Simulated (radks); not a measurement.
Neutral zirconium: order these configurations by energy. Method: scalar-relativistic Kohn-Sham, r2SCAN, spin-polarised, spherical densities, finite nucleus; meta-GGA in the generalised Kohn-Sham scheme; Fermi nuclear charge, rms radius of each element as measured or else 0.836 A^(1/3) + 0.57 fm; computed with a radial shooting solver on a logarithmic mesh with Libxc functionals. Open shells are filled with parallel spins first. [Kr] 4d1 5s2 5p1; [Kr] 4d2 5s1 5p1; [Kr] 4d2 5s2; [Kr] 4d3 5p1; [Kr] 4d3 5s1; [Kr] 4d4.

Answer. From the lowest, in eV above it: [Kr] 4d3 5s1 0.000; [Kr] 4d2 5s2 0.467; [Kr] 4d4 1.727; [Kr] 4d2 5s1 5p1 2.102; [Kr] 4d3 5p1 3.106; [Kr] 4d1 5s2 5p1 3.729.
